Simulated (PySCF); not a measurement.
Two-photon absorption: 3-(aminomethyl)pyridine (SMILES NCc1cccnc1)

Molfile (atoms numbered from 1):
```
C6H8N2
     RDKit          3D

 16 16  0  0  0  0  0  0  0  0999 V2000
   -2.6036    0.1201   -0.3140 N   0  0  0  0  0  0  0  0  0  0  0  0
   -1.5815    0.7521    0.5025 C   0  0  0  0  0  0  0  0  0  0  0  0
   -0.1789    0.2356    0.2893 C   0  0  0  0  0  0  0  0  0  0  0  0
    0.6581    0.7484   -0.7054 C   0  0  0  0  0  0  0  0  0  0  0  0
    1.9142    0.1836   -0.9034 C   0  0  0  0  0  0  0  0  0  0  0  0
    2.2947   -0.8851   -0.0916 C   0  0  0  0  0  0  0  0  0  0  0  0
    1.5175   -1.3847    0.8652 N   0  0  0  0  0  0  0  0  0  0  0  0
    0.3214   -0.8339    1.0430 C   0  0  0  0  0  0  0  0  0  0  0  0
   -2.6140   -0.8836   -0.1390 H   0  0  0  0  0  0  0  0  0  0  0  0
   -2.3732    0.2242   -1.3010 H   0  0  0  0  0  0  0  0  0  0  0  0
   -1.6030    1.8372    0.3090 H   0  0  0  0  0  0  0  0  0  0  0  0
   -1.8572    0.6255    1.5622 H   0  0  0  0  0  0  0  0  0  0  0  0
    0.3265    1.5927   -1.3184 H   0  0  0  0  0  0  0  0  0  0  0  0
    2.5928    0.5655   -1.6693 H   0  0  0  0  0  0  0  0  0  0  0  0
    3.2770   -1.3544   -0.2202 H   0  0  0  0  0  0  0  0  0  0  0  0
   -0.2956   -1.2603    1.8455 H   0  0  0  0  0  0  0  0  0  0  0  0
  1  2  1  0
  2  3  1  0
  3  4  1  0
  4  5  2  0
  5  6  1  0
  6  7  2  0
  7  8  1  0
  8  3  2  0
  1  9  1  0
  1 10  1  0
  2 11  1  0
  2 12  1  0
  4 13  1  0
  5 14  1  0
  6 15  1  0
  8 16  1  0
M  END
```

Computed, not measured: TDDFT CAM-B3LYP/aug-cc-pVDZ excited states, vertical, gas phase (PySCF 2.14.0). Geometry: PBE0-D3(BJ)/def2-SVP.

Problem. Give the one- and two-photon strengths of the lowest singlets.

Solution. δ for parallel linear polarisation; σ at the peak of a Lorentzian of half width 0.1 eV, single beam; Ω is circular over linear.
| state | E (eV) | f | photon λ (nm) | δ (au) | σ (GM) | Ω | main |
| --- | --- | --- | --- | --- | --- | --- | --- |
| S1 | 4.96 | 0.006 | 500 | 3.95 | 0.04 | 0.86 | HOMO−1→LUMO 0.48, HOMO→LUMO 0.20 |
| S2 | 5.33 | 0.003 | 465 | 5.14 | 0.05 | 0.67 | HOMO−1→LUMO+2 0.39, HOMO→LUMO+2 0.15 |
| S3 | 5.40 | 0.059 | 460 | 4.55 | 0.05 | 1.25 | HOMO→LUMO 0.39, HOMO−1→LUMO 0.24 |
| S4 | 5.87 | 0.088 | 422 | 15.6 | 0.20 | 1.47 | HOMO→LUMO+1 0.33, HOMO→LUMO 0.19 |
| S5 | 6.10 | 0.026 | 407 | 154 | 2.10 | 0.93 | HOMO→LUMO+3 0.26, HOMO→LUMO+2 0.25 |
| S6 | 6.34 | 0.029 | 391 | 37.3 | 0.55 | 0.81 | HOMO−2→LUMO 0.41, HOMO→LUMO+1 0.12 |

Among these, the strongest one-photon state is S4, the strongest two-photon state S5, with a dipole change of 2.7 D (relaxed, norm of the difference vector).
